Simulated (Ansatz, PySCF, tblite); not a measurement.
Dissociation curve of Be2, singlet.

- FCI = full CI/cc-pVDZ, frozen core in Ansatz (a quantum-chemistry and plane-wave program)
- RCCSD(T) = CCSD(T) on RHF/cc-pVDZ, frozen core in Ansatz
- RCCSDT = CCSDT on RHF/cc-pVDZ, frozen core in Ansatz
- RKS-M06-2X/6-31G* = PySCF with restricted M06-2X/6-31G*, spherical d
- GFN2-xTB, 300 K electronic temperature (tblite)

Energies are in eV, each relative to the lowest point of its own curve near equilibrium.

```csv
R / Å,FCI,RCCSD(T),RCCSDT,RKS-M06-2X/6-31G*,GFN2-xTB
1.89,0.691,0.706,0.703,0.786,0.061
2.04,0.307,0.321,0.316,0.383,0.000
2.13,0.174,0.187,0.181,0.237,0.013
2.25,0.070,0.080,0.075,0.117,0.063
2.38,0.018,0.025,0.021,0.049,0.139
2.43,0.009,0.014,0.011,0.035,0.169
2.52,0.001,0.003,0.002,0.018,0.214
2.61,0.000,0.000,0.000,0.007,0.250
2.65,0.001,0.000,0.001,0.004,0.267
2.76,0.006,0.002,0.005,0.000,0.311
2.91,0.014,0.005,0.011,0.004,0.353
3.12,0.019,0.006,0.015,0.020,0.382
3.42,0.019,0.000,0.014,0.052,0.392
3.75,0.014,-0.008,0.008,0.082,0.388
4.17,0.009,-0.015,0.003,0.106,0.383
4.51,0.009,-0.017,0.002,0.121,0.385
5.03,0.010,-0.016,0.004,0.134,0.392
5.50,0.012,-0.015,0.006,0.139,0.398
6.23,0.015,-0.013,0.008,0.145,0.404
6.84,0.016,-0.012,0.009,0.148,0.406
7.52,0.016,-0.011,0.009,0.148,0.407
```

At the longest distance, 7.52 Å, GFN2-xTB lies highest above its minimum (0.407 eV) and RCCSD(T) lowest (-0.011 eV).

Also computed but left out beside FCI, since their determinant holds another spin at the minimum (<S²> over 0.7 above the pure value): UHF, UMP2, UCCSDT, UCCSDT(Q), UHF/6-31G*, UHF/STO-3G.
